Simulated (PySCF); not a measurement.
Molecule: `C[Si](SC)(C)C`, C4H12SSi.

Geometry (Å), atoms numbered from 1 in this order:
```xyz
18

C     2.640    0.035    0.053
S     1.393    0.415    1.325
Si   -0.435    0.069    0.231
C    -0.486   -1.701   -0.399
C    -1.796    0.380    1.483
C    -0.564    1.264   -1.214
H     2.588   -1.016   -0.265
H     2.539    0.691   -0.823
H     3.625    0.213    0.507
H    -1.435   -1.898   -0.925
H    -0.397   -2.414    0.434
H     0.333   -1.900   -1.109
H    -2.786    0.242    1.020
H    -1.714   -0.314    2.333
H    -1.741    1.408    1.874
H     0.253    1.114   -1.937
H    -0.520    2.305   -0.860
H    -1.515    1.120   -1.753
```

Geometry PBE0-D3(BJ)/def2-SVP throughout; GIAO in PySCF, gas phase, one conformer, non-relativistic; equivalent atoms averaged; basis pcSseg-1.

(1) How do the shifts δ (against TMS, CS2 at the same level) depend on the functional? (ppm; last column core-seconds on shared hosts with different chips, so compare them loosely; the GGAs took longer than the global hybrids here, which isn't the general rule, and the cause wasn't traced)

(2) Which nucleus moves most, in ppm?

## Answers

(1) 
```
functional                    kind    C1  C4/C5/C6      S2   Si3  H7/H8/H9  H10/H11/H12/H13/H14/H15/H16/H17/H18  core-s
        HF            Hartree–Fock  10.0      -0.4  -222.1  17.0      1.76                                 0.17      11
       LDA                     LDA  11.5      -0.5  -154.8  25.8      1.90                                 0.21      25
       PBE                     GGA  13.0      -0.4  -152.8  22.4      1.90                                 0.20      32
      BLYP                     GGA  13.8      -0.4  -139.2  23.2      1.92                                 0.20      32
      BP86                     GGA  13.3      -0.2  -151.7  23.0      1.91                                 0.21      29
      OPBE                     GGA  13.6      -0.3  -164.5  19.3      1.86                                 0.21      31
       KT2                     GGA  12.8      -0.2  -141.5  21.3      1.93                                 0.21      30
       KT3                     GGA  13.9      -0.3  -142.3  19.4      1.90                                 0.20      30
     B97-D                     GGA  14.3      -0.3  -145.1  22.1      1.94                                 0.21      30
     B3LYP           global hybrid  12.9      -0.4  -161.5  22.5      1.87                                 0.19      22
      PBE0           global hybrid  12.1      -0.3  -178.4  21.5      1.84                                 0.20      24
  mPW1PW91           global hybrid  12.4      -0.3  -178.7  21.5      1.84                                 0.20      23
      WP04           global hybrid  16.0       0.2  -153.1  22.1      1.78                                 0.20      22
     B97-2           global hybrid  13.1      -0.3  -171.9  21.0      1.86                                 0.20      17
 BHandHLYP           global hybrid  11.6      -0.4  -188.5  20.8      1.81                                 0.19      17
 CAM-B3LYP  range-separated hybrid  11.1      -0.4  -176.6  22.2      1.79                                 0.18      25
   wB97X-D  range-separated hybrid  11.7      -0.1  -182.4  22.1      1.79                                 0.19      23
   LC-wPBE  range-separated hybrid   9.7      -0.2  -204.3  20.9      1.69                                 0.18      32
```

(2) S2 (sulfur bonded to C, Si): from -222.1 ppm with HF to -139.2 ppm with BLYP. The smallest spread is 0.04 ppm, at H10/H11/H12/H13/H14/H15/H16/H17/H18. Proton shifts span only some 12 ppm, so a few tenths of a ppm matter as much there as several ppm in carbon.
